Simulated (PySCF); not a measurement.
Species: [RuCl6]3- (charge -3 and doublet state).
Bonds: Ru1–Cl2, Ru1–Cl3, Ru1–Cl4, Ru1–Cl5, Ru1–Cl6, Ru1–Cl7.

A GFN2-xTB structure was refined with PySCF, PBE0-D3(BJ)/def2-SVP geometry optimisation, gas phase, def2 core potentials past Kr. Its GFN2-xTB values:

| coordinate | GFN2-xTB |
| --- | --- |
| Ru1–Cl2 | 2.387 Å |
| Ru1–Cl4 | 2.386 Å |
| Cl2–Ru1–Cl3 | 179.2° |
| Cl2–Ru1–Cl4 | 89.8° |
| Cl2–Ru1–Cl5 | 90.3° |

Q: How do these coordinates change at the PBE0-D3(BJ)/def2-SVP level?

A: 
```
 coordinate  PBE0-D3(BJ)/def2-SVP (Å or °)  change
    Ru1–Cl4                          2.444  +0.058
    Ru1–Cl2                          2.444  +0.057
Cl2–Ru1–Cl3                          179.8    +0.6
Cl2–Ru1–Cl4                           89.3    -0.5
Cl2–Ru1–Cl5                           90.7    +0.4
```

The energy falls by 9.1 kJ/mol over 5 energy and gradient evaluations, the largest force component goes from 0.0113 to 1.6e-04 Eh/bohr, and the atoms move by 0.057 Å rms after alignment. Among the bonds, Ru1–Cl2, Ru1–Cl3, Ru1–Cl4, Ru1–Cl5, Ru1–Cl6 and Ru1–Cl7 change most and about equally (+0.057 to +0.058 Å). Bonds longer at the end by more than 0.005 Å: 6 of 6; shorter: 0.

The run used 139 basis functions and 82 SCF cycles in all.

Stationary, but not proved a minimum. ⟨S²⟩ = 0.767 (exact for a doublet: 0.75). Whether so highly charged an anion holds all its electrons in the gas phase wasn't checked; a finite basis holds them in any case. No counter-ion or solvent screens the charge of this multiply charged ion. The geometry's basis has no diffuse functions, a weakness for an anion.

Caution for open-shell metal species: one SCF solution and one stationary point were followed, and a lower state or a bent or distorted shape isn't ruled out.
